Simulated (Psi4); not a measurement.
methanol (CH₄O), singlet, geometry from GFN2-xTB. Base run: CAM-B3LYP/6-31G* in Psi4 1.11.

The Psi4 input:
```
memory 2 GB

molecule mol {
0 1
C    -0.057749    0.657503    0.006238
O    -0.034981   -0.748578   -0.007589
H    -1.106104    0.950101    0.004072
H     0.880174   -1.047950   -0.006134
H     0.421826    1.061888    0.904334
H     0.430444    1.079565   -0.878988
}

set {
  basis 6-31g*
  reference rks
}

energy('cam-b3lyp')
print_variables()
```

The base run was repeated with changes; each row names its change, and settings that it needs were set with it.

```tsv
change	ΔE vs base (mEh)	SCF cycles	grid points	basis functions	outcome
base	0.000	7	130177	38	converged
scf_type = dfdirj+cosx	-	-	-	-	input refused
guess = sadno	0.000	9	130177	38	converged
dft_spherical_points = 434	-0.001	7	186970	38	converged
scf_initial_accelerator = ediis	0.000	7	130177	38	converged
dft_basis_tolerance = 1e-8	0.000	7	128679	38	converged
scf_type = disk_df	0.000	7	130177	38	converged
basis_guess = sto-3g	0.000	7	130177	38	converged
df_basis_scf = cc-pvtz-jkfit	0.024	7	130177	38	converged
scf_type = dfdirj+link	-	-	-	-	input refused
guess = sap	0.000	8	130177	38	converged
soscf = true	0.000	6	130177	38	converged
dft_radial_points = 150	0.000	7	258166	38	converged
```

- scf_type = dfdirj+cosx: ended with `psi4.driver.p4util.exceptions.ValidationError: SCF: SCF_TYPE (DFDIRJ+COSX) not supported for range-separated functionals, plese use SCF_TYPE = 'DF' to automatically select the correct JK build.`
- scf_type = dfdirj+link: ended with `psi4.driver.p4util.exceptions.ValidationError: SCF: SCF_TYPE (DFDIRJ+LINK) not supported for range-separated functionals, plese use SCF_TYPE = 'DF' to automatically select the correct JK build.`
